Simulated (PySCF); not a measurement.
This PySCF input asks for the NMR shieldings of `InChI=1S/C6H13BOSi/c1-4-6(7)9-8-5(2)3/h1,5-6H,7,9H2,2-3H3/t6-/m1/s1`; the geometry comes from GFN2-xTB.

```python
import basis_set_exchange as bse
import numpy as np
from pyscf import gto, dft
from pyscf.prop import nmr

atoms = """
B     1.925485   -0.816936   -1.537420
C     2.209801   -0.598179   -0.032640
C     3.437865    0.073168    0.295928
C     4.467702    0.621451    0.568453
Si    0.791766    0.574050    0.538859
O    -0.544531   -0.298581    0.318569
C    -1.874259   -0.060734    0.715228
C    -2.709796   -1.260950    0.281891
C    -2.403611    1.234756    0.113379
H     1.237660   -1.699187   -1.880430
H     2.372602   -0.079396   -2.329530
H     2.126209   -1.501757    0.576616
H     5.378564    1.089054    0.795946
H     0.786499    1.832383   -0.214891
H     0.999576    0.902607    1.956175
H    -1.892309    0.022510    1.811579
H    -2.283683   -2.174219    0.688154
H    -2.714105   -1.333487   -0.802668
H    -3.730830   -1.156386    0.638232
H    -1.830644    2.079694    0.485592
H    -3.448859    1.368501    0.378186
H    -2.311512    1.201023   -0.969196
"""
names = dict.fromkeys(["B", "C", "Si", "O", "H"], "pcSseg-1")
basis = {el: gto.basis.parse(bse.get_basis(n, elements=[el], fmt="nwchem")) for el, n in names.items()}
mol = gto.M(atom=atoms, basis=basis, charge=0, verbose=0)
mf = dft.RKS(mol, xc="PBE0")
mf.grids.level = 2
mf.grids.alignment = dft.numint.BLKSIZE   # the property module wants whole blocks of grid points
mf.conv_tol = 1e-9
mf.kernel()

calc = nmr.RKS(mf)   # GIAO
C = mf.mo_coeff
Co = C[:, mf.mo_occ > 0]
resp = mf.gen_response(singlet=True, hermi=2)
def vind(x):   # induced exchange potential for any number of trial vectors
    d = np.einsum("pi,xij,qj->xpq", C, 2 * x.reshape(-1, C.shape[1], Co.shape[1]), Co, optimize=True)
    return np.einsum("xpq,pi,qj->xij", resp(d - d.transpose(0, 2, 1)), C, Co, optimize=True).ravel()
mo1, _ = nmr.rhf.solve_mo1(calc, with_cphf=vind)
sigma = calc.kernel(mo1)
for i, s in enumerate(sigma):   # ppm
    w = np.linalg.eigvalsh((s + s.T) / 2)
    print("%2d %-2s iso %8.1f  s11 %8.1f  s22 %8.1f  s33 %8.1f" % (i, mol.atom_pure_symbol(i), w.mean(), *w))
```

Problem. Give the expected output.

Solution. 
```
 0 B  iso     17.1  s11    -52.6  s22    -25.1  s33    129.0
 1 C  iso    154.5  s11    119.9  s22    154.7  s33    188.9
 2 C  iso    101.9  s11     -3.4  s22     12.9  s33    296.3
 3 C  iso    111.7  s11     37.7  s22     48.8  s33    248.5
 4 Si iso    385.8  s11    337.4  s22    359.7  s33    460.4
 5 O  iso    262.3  s11    224.2  s22    260.2  s33    302.5
 6 C  iso    115.9  s11     87.5  s22    102.7  s33    157.4
 7 C  iso    159.1  s11    139.6  s22    151.4  s33    186.3
 8 C  iso    160.4  s11    145.7  s22    151.5  s33    184.0
 9 H  iso     24.2  s11     17.1  s22     26.1  s33     29.5
10 H  iso     24.0  s11     16.3  s22     27.4  s33     28.4
11 H  iso     28.0  s11     22.8  s22     29.2  s33     31.9
12 H  iso     30.2  s11     25.0  s22     25.2  s33     40.3
13 H  iso     26.8  s11     22.9  s22     26.8  s33     30.7
14 H  iso     26.7  s11     23.2  s22     26.1  s33     30.9
15 H  iso     27.6  s11     24.7  s22     26.9  s33     31.3
16 H  iso     30.1  s11     26.1  s22     28.4  s33     35.9
17 H  iso     30.5  s11     27.9  s22     28.9  s33     34.8
18 H  iso     30.8  s11     26.7  s22     28.4  s33     37.4
19 H  iso     30.3  s11     25.9  s22     29.4  s33     35.5
20 H  iso     30.7  s11     26.4  s22     28.4  s33     37.2
21 H  iso     30.7  s11     28.3  s22     28.9  s33     34.9
```

These numbers come from an equivalent density-fitted implementation of the same equations, which agrees with the script to about 0.01 ppm for H and up to a few tenths of a ppm for heavy atoms, so last digits may differ.

Size and cost of the density-fitted run: 225 basis functions, 89 s wall time on 1 thread of an Arm Neoverse N1, shared host; peak memory 1.1 GiB.
